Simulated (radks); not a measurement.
The numbers below are computed, except where a source is named.
Question: The lanthanum ion La3+, [Xe]. Level of theory: non-relativistic Kohn-Sham, PBE, spin-polarised, spherical densities, point nucleus (a radial shooting solver on a logarithmic mesh with Libxc functionals). Every spin shell is full or empty, so the densities are truly spherical. Functionals are evaluated on that one density, not self-consistently. Rank these orbital-free kinetic functionals by their error against the exact value of the orbitals, and give that value: Thomas-Fermi, von Weizsacker, TF + vW/5, LC94, APBEK, revAPBEK, Thakkar, Pearson, Ernzerhof.

Answer: Exact: 8219.31 hartree. From best to worst, with 100 (|E| - |E exact|)/|E exact| (equal figures are ties): LC94 +0.03, APBEK +0.07, revAPBEK +0.24, Ernzerhof -0.45, Thakkar -0.66, Pearson -0.92, TF + vW/5 +2.83, Thomas-Fermi -5.14, von Weizsacker -60.16.
